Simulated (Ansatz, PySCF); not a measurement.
Process, species as SMILES: C[SiH]1CCCC1 + 6 [H][H] (H2) → 5 C (CH4) + [SiH4] (SiH4)
Each molecule is optimised on its own at B3LYP-D3(BJ)/def2-TZVP (Ansatz, a first-principles code), one conformer each, not searched for the lowest. Frequencies are from Ansatz or PySCF.
Geometry of the first species:
SMILES: C[SiH]1CCCC1
```xyz
18

C      2.3856     0.2289     0.2073
Si     0.7427    -0.3192    -0.5158
C     -0.4641     1.1047    -0.8483
C     -1.4922     0.9795     0.2977
C     -1.7358    -0.5120     0.5753
C     -0.3691    -1.2137     0.7328
H      2.9670     0.8011    -0.5187
H      2.9874    -0.6293     0.5145
H      2.2287     0.8598     1.0854
H      1.0001    -1.1326    -1.7346
H     -0.9583     0.9546    -1.8121
H      0.0036     2.0900    -0.8803
H     -2.4259     1.4985     0.0684
H     -1.0874     1.4458     1.2022
H     -2.3724    -0.6541     1.4520
H     -2.2703    -0.9462    -0.2758
H     -0.4373    -2.2923     0.5888
H      0.0210    -1.0511     1.7425
```
Charge 0, spin multiplicity 1.

Wanted: energy of full hydrogenation (enthalpy at 298 K, with B3LYP-D3(BJ) rigid-rotor harmonic-oscillator terms), in kcal/mol. Valence correlation only, unless marked. Spin-orbit coupling is left out. No relativistic terms. CBS marks a two-point X^-3 extrapolation of the correlation energy; Hartree-Fock from the larger set.

Level to compare with: CCSD(T)/CBS(cc-pV(T+d)Z,cc-pV(Q+d)Z) (Ansatz), -57.3 kcal/mol. It is a level with limits of its own, and the differences hold the functionals' basis error too.

**Question.** Rank these functionals by how close they come to CCSD(T)/CBS(cc-pV(T+d)Z,cc-pV(Q+d)Z), closest first: r2SCAN0/def2-TZVPD (Ansatz); PBE0/def2-TZVPD (Ansatz); r2SCANh/def2-TZVPD (Ansatz).

**Answer.** r2SCANh/def2-TZVPD (hybrid meta-GGA, -60.4 kcal/mol, difference -3.1), r2SCAN0/def2-TZVPD (hybrid meta-GGA, -62.3 kcal/mol, difference -5.0), PBE0/def2-TZVPD (global hybrid, -63.9 kcal/mol, difference -6.6)
